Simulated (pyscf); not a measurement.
`[C]1[CH2][CH2][CH2][CH2]1` [singlet] → `[CH]1=[CH][CH2][CH2][CH2]1`, a hydrogen shift (singlet surface; C–H broken, C–H formed). Structures and frequencies: ωB97X-D3(BJ)/def2-SVP in PySCF. Energies in kJ/mol from the reactant's lowest minimum found.

Small-basis levels: PySCF, no dispersion term, spherical d functions. Cost: rough CPU time at the saddle relative to B3LYP/6-31G*, from one job on a shared machine.

```
level                   barrier  reaction energy  cost
----------------------  -------  ---------------  ----
HF/STO-3G                 129.5           -260.2  0.04
BP86/6-31G*                17.0           -283.9     2
B3LYP/3-21G                48.3           -292.9   0.8
B3LYP/LANL2DZ              48.0           -289.3   0.8
M06-2X/6-31G*              22.6           -285.1     3
B3LYP/6-311+G**            25.0           -274.5     2
PBE/def2-SVP                8.0           -286.3     2
ωB97M-D3(BJ)/def2-TZVP     21.8           -269.9     –
```

Against the last row the barrier runs from -13.9 (PBE/def2-SVP) to +107.6 kJ/mol (HF/STO-3G). ωB97M-D3(BJ)/def2-TZVP has limits of its own. This is the saddle that the search found; another between the same sides may lie lower.
